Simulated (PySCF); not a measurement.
Input file for PySCF: R-HF/STO-3G on FGeH3 (SMILES [F][GeH3]), a point of a bond scan (R = 4.143 Å).

```python
from pyscf import gto, scf, dft, mp
from pyscf.data.elements import chemcore

mol = gto.M(
    atom='''
    Ge   -0.30048691    0.12261230   -0.05789716
    F     1.29808634   -0.52967815    0.25011245
    H    -2.03377321   -2.36399898   -2.88210323
    H    -0.08538108    1.54898424   -0.58096857
    H    -1.03936991    0.09288033    1.28656520
    ''',
    basis='sto-3g',
    charge=0, spin=0, verbose=3, max_memory=1800)
mf = scf.RHF(mol)
mf.conv_tol = 1e-8
mf.max_cycle = 100
mf.kernel()
if not mf.converged:
    mf = mf.newton().run(mf.mo_coeff, mf.mo_occ)
```

It printed:

```
converged SCF energy = -2151.15581065178
```

The run converged.

Cost: around 0.29 core-seconds (rough).
